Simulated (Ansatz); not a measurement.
C2H8FNSi can be A, `CC(F)[SiH2]N`, or B, `NCC[SiH2]F`.

Gas-phase electronic energies from Ansatz, PBE0-D4/def2-TZVP geometries. CCSD(T)/CBS adds triple-zeta CCSD(T) − MP2 to the extrapolated MP2 energy (def2 sets, frozen cores). Functionals use def2-TZVPP. B3LYP here is the variant with VWN-RPA as its local correlation; programs differ in this. Each species was taken in one conformer, which may not be the lowest.

Question: Which is lower in electronic energy at CCSD(T)/CBS, and by how much? (Estimate.)

Answer: Computed: B, by 26.2 kcal/mol.

Question: Give E(B) − E(A) in kcal/mol with B3LYP, HF/def2-TZVPP, CCSD/def2-TZVPP, PBE0-D4, B3LYP-D4, PBE-D4, ωB97M-V. (Estimate.)

Answer: Computed: B3LYP -24.2, HF/def2-TZVPP -26.0, CCSD/def2-TZVPP -26.3, PBE0-D4 -24.5, B3LYP-D4 -23.8, PBE-D4 -23.3, ωB97M-V -24.4. None reverses the order clearly.

Largest T1 diagnostic: 0.011.

From PBE to PBE0 (25 % exact exchange), in def2-TZVPP and without D4, E(B) − E(A) moves by −1.2 kcal/mol.
